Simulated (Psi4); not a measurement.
Cl$_{4}$Nb (SMILES [Cl][Nb+]([Cl])([Cl])[Cl]), charge +1, singlet, geometry from GFN2-xTB (such geometries of metal compounds can be far from the true shape) (the multiplicity is a formal guess) (core potentials on Nb).

Input for Psi4:
```
memory 2 GB

molecule {
1 1
Nb    0.00000000   -0.00000000   -0.00000000
Cl    1.75003973   -0.57248653   -1.12766703
Cl    0.57437860    0.48187250    2.02482121
Cl   -0.91522032    1.72637359   -0.91870495
Cl   -1.40919800   -1.63575957    0.02155077
}

set {
  basis def2-svp
}

energy('tpss')
print_variables()
```

What does this run give for the total energy, nuclear repulsion energy?


The total energy comes out as -1897.2435 Eh and the nuclear repulsion energy comes out as 476.8970 Eh.

Roughly what does it cost on one core?

about 17 core-seconds (a rough figure).
